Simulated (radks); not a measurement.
Fractional charge and spin in the 3s shell of magnesium: the spin-up occupation runs from 0 to 1 and the spin-down occupation from 0 to 1; the fullest corner is Mg, [Ne] 3s(up 1, down 1). Method: non-relativistic Kohn-Sham, PBE, spin-polarised, spherical densities, point nucleus; computed with a radial shooting solver on a logarithmic mesh with Libxc functionals. Energy (eV) minus the two flat planes that join the four corners (they meet along the diagonal where the two added fractions sum to one electron); zero is where a piecewise linear energy would lie.

| down \ up | 0 | 0.25 | 0.5 | 0.75 | 1 |
|---|---|---|---|---|---|
| 0 | 0.000 | -0.646 | -0.861 | -0.645 | 0.000 |
| 0.25 | -0.646 | -0.752 | -0.457 | 0.254 | -0.551 |
| 0.5 | -0.861 | -0.457 | 0.337 | -0.400 | -0.736 |
| 0.75 | -0.645 | 0.254 | -0.400 | -0.666 | -0.550 |
| 1 | 0.000 | -0.551 | -0.736 | -0.550 | 0.000 |

Corners above the fullest one (they belong to Mg+ and the next ion): (up 1, down 0) 7.612 eV, (up 0, down 1) 7.612 eV, (up 0, down 0) 22.949 eV. With half an added electron in each spin the energy lies 0.337 eV from the planes (fractional-spin error, the static-correlation error of a stretched bond), and with half an added electron in spin up alone -0.861 eV (fractional-charge error). For a frontier s shell over closed shells the exact functional lies on the planes.
